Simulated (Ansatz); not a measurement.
Z-matrix (Å, degrees):
```
Si
P 1 2.240
F 1 1.602 2 107.7
H 1 1.484 2 109.0 3 117.5
H 1 1.485 2 114.5 3 -118.6
Si 2 2.254 1 96.1 3 90.9
H 2 1.424 1 91.9 3 -174.0
H 6 1.485 2 108.8 1 173.0
H 6 1.486 2 113.0 1 51.5
H 6 1.485 2 107.2 1 -68.9
```

The species carries charge 0 and has multiplicity 1.

Problem. List the r2SCAN/def2-TZVPP orbital energies in eV (Ansatz). (Best estimate.)

Solution. The calculation gave: Occupied: -2088.48, -1792.29, -1791.40, -666.18, -175.97, -142.61, -141.86, -125.46, -125.42, -125.37, -97.53, -97.46, -97.43, -96.73, -96.70, -96.69, -31.28, -17.03, -14.09, -13.41, -11.45, -11.23, -11.02, -9.75, -9.30, -8.93, -8.63, -7.83, -6.87. Lowest empty: -0.94, -0.66, -0.28, -0.08, 0.09, 0.67, 1.49, 1.64.
